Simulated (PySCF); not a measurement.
Mapped SMILES: `[CH:1]#[C:2][C:3](/[CH:4]=[CH:5]/[CH3:6])=[CH:7]/[F:8]`. Hydrogens are named by the atom that carries them.

Geometry: GFN2-xTB; GIAO shifts from PySCF 2.14.0 with density-fitted response routines, gas phase, non-relativistic, averaged over equivalent atoms.

At PBE0/def2-SVP (147 basis functions, 24 s wall time on 1 thread of an Intel Xeon Platinum 8488C, shared host):
| atoms | δ (ppm) |
| --- | --- |
| C7 | 156.0 |
| C5 | 132.0 |
| C4 | 120.8 |
| C3 | 108.7 |
| C1 | 82.8 |
| C2 | 76.2 |
| C6 | 20.2 |
| F8 | -89.6 |
| H(C7) | 6.81 |
| H(C4) | 6.53 |
| H(C5) | 6.36 |
| H(C1) | 2.33 |
| H(C6) | 1.86 |

References, each an isolated molecule treated in the same way: TMS for $^{13}$C (196.16 ppm), $^{1}$H (31.81 ppm); CFCl3 for $^{19}$F (208.86 ppm).

**Question.** Predict the values at BLYP/ANO-RCC-VDZP on the same geometry.

**Answer.** 
```json
{"atoms": "C7", "δ at BLYP/ANO-RCC-VDZP": "155.7", "change": "-0.3"}
{"atoms": "C5", "δ at BLYP/ANO-RCC-VDZP": "131.7", "change": "-0.3"}
{"atoms": "C4", "δ at BLYP/ANO-RCC-VDZP": "117.8", "change": "-3.0"}
{"atoms": "C3", "δ at BLYP/ANO-RCC-VDZP": "106.3", "change": "-2.4"}
{"atoms": "C1", "δ at BLYP/ANO-RCC-VDZP": "73.0", "change": "-9.8"}
{"atoms": "C2", "δ at BLYP/ANO-RCC-VDZP": "71.3", "change": "-4.9"}
{"atoms": "C6", "δ at BLYP/ANO-RCC-VDZP": "20.3", "change": "+0.1"}
{"atoms": "F8", "δ at BLYP/ANO-RCC-VDZP": "-142.5", "change": "-52.9"}
{"atoms": "H(C7)", "δ at BLYP/ANO-RCC-VDZP": "7.36", "change": "+0.55"}
{"atoms": "H(C4)", "δ at BLYP/ANO-RCC-VDZP": "6.79", "change": "+0.26"}
{"atoms": "H(C5)", "δ at BLYP/ANO-RCC-VDZP": "6.69", "change": "+0.33"}
{"atoms": "H(C1)", "δ at BLYP/ANO-RCC-VDZP": "3.27", "change": "+0.94"}
{"atoms": "H(C6)", "δ at BLYP/ANO-RCC-VDZP": "1.97", "change": "+0.11"}
```

Scale: $^{13}$C (σref 181.99), $^{1}$H (σref 31.86) against TMS; $^{19}$F (σref 146.87) vs CFCl3 (reference shieldings calculated alike).

The largest change is at F8 (vinylic fluorine). Cost: 147 basis functions, 86 s wall time on 1 thread of an Intel Xeon Platinum 8488C, shared host. The order of the carbon signals is the same at both levels.

Unscaled 19F shifts against computed CFCl3 carry errors that often reach 10 to 50 ppm.
